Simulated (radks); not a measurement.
Question: All-electron calculation, non-relativistic Kohn-Sham, LDA (Slater exchange, Perdew-Wang correlation), spin-polarised, spherical densities, point nucleus; open shells are filled with parallel spins first. Program: a radial shooting solver on a logarithmic mesh with Libxc functionals. Response by self-consistent Sternheimer equations with the Hartree and adiabatic LDA kernel. Rank Se+, Se6+, Se3+, Se5+, Se4+, Se, Se2+ (NIST ground configurations) by static dipole polarisability, largest first.

Answer: Se 27.53, Se+ 14.40, Se2+ 9.356, Se3+ 6.595, Se4+ 4.938, Se5+ 3.026, Se6+ 0.3815 bohr^3.
